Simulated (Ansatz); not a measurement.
```yaml
crystal:
  periodic: [false, false, false]
  atoms:
    - {symbol: F, position_ang: [1.336710, -1.745420, -0.356038]}
    - {symbol: Si, position_ang: [0.467451, -0.457497, 0.006458]}
    - {symbol: Se, position_ang: [1.577597, 0.436512, 1.769074]}
    - {symbol: Se, position_ang: [0.432875, 0.717407, -1.933466]}
    - {symbol: Se, position_ang: [-1.611687, -0.966424, 0.723030]}
    - {symbol: H, position_ang: [0.658117, 1.581110, 1.814925]}
    - {symbol: H, position_ang: [-0.655558, 1.569751, -1.438856]}
    - {symbol: H, position_ang: [-2.113205, -1.192640, -0.640928]}
basis:
  gaussian: {orbitals: def2-TZVPD}
total_charge: -1
magnetization: {spin_polarized: true, initial_magnetization: 1}
hamiltonian: {xc: {name: r2SCANh}}
multiplicity: 3
output: {forces: true}
```

```sh
$ ansatz run in.yaml --threads 4 --pin off --events-out ev --progress --plain --max-ram 11315MiB
```

It prints (some lines left out):

```
Error: YAML parse error: error: line 17 column 1: unknown field `multiplicity`, expected one of crystal, accuracy, basis, kpoints, hamiltonian, magnetization, projection, total_charge, correlation, batch, efield, external_charges, scf, relax, neb, saddle, md, ramp, phonons, dielectric, real_time, elastic, magnetic_configurations, gw, evaluate, workflow, output, checkpoint, execution
15 | magnetization: {spin_polarized: true, initial_magnetization: 1}
16 | hamiltonian: {xc: {name: r2SCANh}}
17 | multiplicity: 3
18 | output: {forces: true}
```

Task: What is wrong with this run?

Result: The input holds a key that doesn't belong there. The input was rejected before any iteration.
